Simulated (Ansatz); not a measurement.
Calculated with Ansatz (gas phase, PBE0-D4/def2-TZVP geometries, no zero-point term in ΔE). CBS: MP2 limit from def2 TZ/QZ plus the TZ coupled-cluster correction, frozen cores. This one scheme is used for every species. Elements past krypton have def2 core potentials. For Te outer-core shells are correlated without core-valence functions, which leaves a few kJ/mol of doubt a bond. One conformer a species, not always the lowest.

Reaction (hydrogenolysis of a C–C bond): `CC[SiH2][TeH]` + H₂ → `C[SiH2][TeH]` + CH₄

```json
{"species": "`CC[SiH2][TeH]`", "CCSD(T)/CBS(def2) energy (Eh)": "-637.74963"}
{"species": "H₂", "CCSD(T)/CBS(def2) energy (Eh)": "-1.17544"}
{"species": "`C[SiH2][TeH]`", "CCSD(T)/CBS(def2) energy (Eh)": "-598.49179"}
{"species": "CH₄", "CCSD(T)/CBS(def2) energy (Eh)": "-40.46206"}
```

Task: Work out ΔE.

Result: ΔE = (-598.49179) + (-40.46206) − (-637.74963) − (-1.17544) = -0.02878 Eh = -75.6 kJ/mol.

Largest T1 diagnostic among the species: 0.010.

The D4 term adds +10.7 kJ/mol with B3LYP and +6.0 kJ/mol with PBE0; it sums over pairs of atoms, weighted by their polarisabilities, and B3LYP, whose exchange is more repulsive, gets the larger term. In def2-TZVPP, CCSD(T) changes the Hartree–Fock value by +21.1 kJ/mol (the triples alone add +4.0 kJ/mol) and MP2 by +24.6 kJ/mol.

B3LYP here is the variant with VWN-RPA as its local correlation; programs differ in this.
